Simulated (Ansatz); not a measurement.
Computed with Ansatz on PBE0-D4/def2-TZVP structures; ΔE is electronic, products minus reactants. CCSD(T)/CBS is the MP2 limit (def2-TZVPP, def2-QZVPP) plus CCSD(T) − MP2 in def2-TZVPP, frozen cores. DFT in def2-TZVPP. B3LYP here is the variant with VWN-RPA as its local correlation; programs differ in this. def2 core potentials past Kr. For Sn outer-core shells are correlated without core-valence functions, which leaves a few kJ/mol of doubt a bond. Each species was taken in one conformer, which may not be the lowest.

Reaction (formal exchange of groups at the Si–Sn bond): `[SiH3][SnH2][SiH3]` + `OC(O)O` → `OC(O)(O)[SiH3]` + `[SiH3][SnH3]`

```
             level  ΔE (kJ/mol)  difference from CCSD(T)/CBS
            PBE-D4         66.2                         -1.2
         r2SCAN-D4         63.9                         -3.5
           PBE0-D4         71.0                          3.6
          B3LYP-D4         62.5                         -4.9
           ωB97X-V         60.9                         -6.5
           ωB97M-V         59.3                         -8.1
            B2PLYP         64.5                         -2.9
               PBE         67.4                          0.0
            r2SCAN         64.1                         -3.3
              PBE0         71.7                          4.3
             B3LYP         64.5                         -2.9
     HF/def2-TZVPP         69.1                          1.7
    MP2/def2-TZVPP         67.2                         -0.2
SCS-MP2/def2-TZVPP         64.3                         -3.1
   CCSD/def2-TZVPP         65.9                         -1.5
CCSD(T)/def2-TZVPP         64.4                         -3.0
     HF/def2-QZVPP         68.6                          1.2
    MP2/def2-QZVPP         68.8                          1.4
SCS-MP2/def2-QZVPP         65.7                         -1.7
      HF/CBS(def2)         68.5                          1.1
     MP2/CBS(def2)         70.2                          2.8
    CCSD/CBS(def2)         68.9                          1.5
       CCSD(T)/CBS         67.4                            0
```

Largest T1 diagnostic among the species: 0.013.

From PBE to PBE0 (25 % exact exchange), in def2-TZVPP and without D4, ΔE moves by +4.3 kJ/mol.
